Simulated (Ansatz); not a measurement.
`F[Si](Br)(Br)Br` + H₂O → `O[Si](Br)(Br)Br` + H–F at 600 K and 1 bar (formal hydrolysis of the Si–F bond).

Gas-phase electronic energies from Ansatz, PBE0-D4/def2-TZVP geometries. CBS: MP2 limit from def2 TZ/QZ plus the TZ coupled-cluster correction, frozen cores. This one scheme is used for every species. For Br outer-core shells are correlated without core-valence functions, which leaves a few kJ/mol of doubt a bond. Scalar relativity is left out up to krypton. One conformer a species, not always the lowest.

```
          species  CCSD(T)/CBS energy (Eh)  H − E (kJ/mol)  S (J/(mol·K))
`F[Si](Br)(Br)Br`              -8109.04050            68.6          435.7
              H₂O                -76.37941            76.8          212.8
`O[Si](Br)(Br)Br`              -8085.01229           103.5          464.9
              H–F               -100.39570            42.3          194.0
```

H − E and S are ideal-gas, rigid-rotor, harmonic terms from PBE0-D4/def2-TZVP, for one conformer and one mirror image of each species. 1 Eh = 2625.50 kJ/mol, R = 8.31446 J/(mol·K).

Problem. By hand: ΔE, ΔH, ΔS and ΔG.

Solution. ΔE = (-8085.01229) + (-100.39570) − (-8109.04050) − (-76.37941) = 0.01192 Eh = 31.3 kJ/mol. Δ(H − E) = 103.5 + 42.3 − 68.6 − 76.8 = 0.4, so ΔH = 31.7 kJ/mol. ΔS = 464.9 + 194.0 − 435.7 − 212.8 = 10.4 J/(mol·K). ΔG = 31.7 − 600 × (10.4)/1000 = 25.5 kJ/mol.

Problem. By hand: the equilibrium constant, and the temperature at which ΔG would vanish if ΔH and ΔS stayed fixed.

Solution. log₁₀ K = −ΔG/(RT ln 10) = -2.2. ΔG = 0 at ΔH/ΔS = 3048 K, far beyond where these terms or the molecules hold.

The number of gas molecules stays the same, so ΔS is small and ΔH decides. A doubt of 5 kJ/mol in ΔE shifts log₁₀ K by 0.4 here. Other conformers and mirror images would add mixing entropy, several J/(mol·K) or more a flexible species. These are equilibria of isolated gas molecules and say nothing of rates. Largest T1 diagnostic: 0.008 (customary marks: 0.02 for closed shells, 0.045 for open ones).
